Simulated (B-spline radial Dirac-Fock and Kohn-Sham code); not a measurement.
# Electron momentum distribution of Sb²⁹⁺: Compton profiles

System: Sb²⁹⁺, [Ar] 3d4.

The run's input, task.json:

```json
{"items": [{
  "Z": 51,
  "q": 29,
  "cfg": [[1, 0, 2], [2, 0, 2], [2, 1, 6], [3, 0, 2], [3, 1, 6], [3, 2, 4]],
  "A": 121,
  "rrms": 4.6802,
  "do": ["scatter"],
  "s": [0.0, 0.07, 0.09, 0.1, 0.13, 0.15, 0.19, 0.23, 0.28, 0.34, 0.42, 0.51, 0.62, 0.75, 0.92, 1.12, 1.36, 1.66, 2.02, 2.46, 3.0, 3.65, 4.45],
  "pz": [0, 0.1, 0.2, 0.3, 0.4, 0.5, 0.6, 0.8, 1.0, 1.2, 1.4, 1.6, 1.8, 2.0, 2.5, 3.0, 4.0, 5.0, 7.0, 10.0, 15.0, 20.0, 30.0, 40.0, 60.0, 100.0],
  "hv_scatter": [2000, 5000, 8047.8, 10000, 50000, 200000, 500000, 1000000]
}]}
```

Launch: `python xray_run.py task.json out`

Method: the impulse approximation on relativistic Hartree-Fock (Dirac-Fock) wave functions, averaged over the configuration. Computed with a B-spline atomic structure program. pz is in atomic units of momentum; subshell profiles are per electron, for a selection of subshells; open shells are spread over both j values by their weights.

| pz | J total | J 1s1/2 | J 3p3/2 | J 3d5/2 |
| --- | --- | --- | --- | --- |
| 0 | 1.199 | 0.0159 | 0.0742 | 0.0491 |
| 0.4 | 1.196 | 0.0159 | 0.0742 | 0.0491 |
| 0.5 | 1.194 | 0.0159 | 0.0742 | 0.0491 |
| 0.6 | 1.192 | 0.0159 | 0.0742 | 0.0491 |
| 0.8 | 1.187 | 0.0159 | 0.0741 | 0.0491 |
| 1 | 1.180 | 0.0159 | 0.0741 | 0.0491 |
| 1.2 | 1.172 | 0.0159 | 0.0740 | 0.0491 |
| 1.4 | 1.162 | 0.0159 | 0.0738 | 0.0491 |
| 1.6 | 1.151 | 0.0159 | 0.0736 | 0.0491 |
| 1.8 | 1.139 | 0.0159 | 0.0732 | 0.0491 |
| 2 | 1.125 | 0.0159 | 0.0728 | 0.0491 |
| 2.5 | 1.085 | 0.0158 | 0.0710 | 0.0490 |
| 3 | 1.038 | 0.0158 | 0.0683 | 0.0488 |
| 4 | 0.9264 | 0.0157 | 0.0597 | 0.0480 |
| 5 | 0.8041 | 0.0155 | 0.0481 | 0.0459 |
| 7 | 0.5754 | 0.0151 | 0.0243 | 0.0378 |
| 10 | 0.3482 | 0.0143 | 0.00615 | 0.0217 |
| 15 | 0.1772 | 0.0125 | 0.00304 | 0.00592 |
| 20 | 0.09828 | 0.0106 | 0.00240 | 0.00146 |
| 30 | 0.03505 | 0.00682 | 0.000677 | 0.000111 |
| 40 | 0.01522 | 0.00410 | 0.000167 | 1.28e-05 |
| 60 | 0.004010 | 0.00141 | 1.49e-05 | < 1e-6 |
| 100 | 0.0005325 | 0.000214 | < 1e-6 | < 1e-6 |

J(0) = 1.199. The 3p3/2 subshell gives the largest part, 25 %.

Mean momentum ⟨p⟩ by subshell (a.u.): 1s1/2 46.9, 2s1/2 16.7, 2p1/2 22.3, 2p3/2 21.2, 3s1/2 8.80, 3p1/2 10.4, 3p3/2 10.1, 3d3/2 12.1, 3d5/2 12.0.
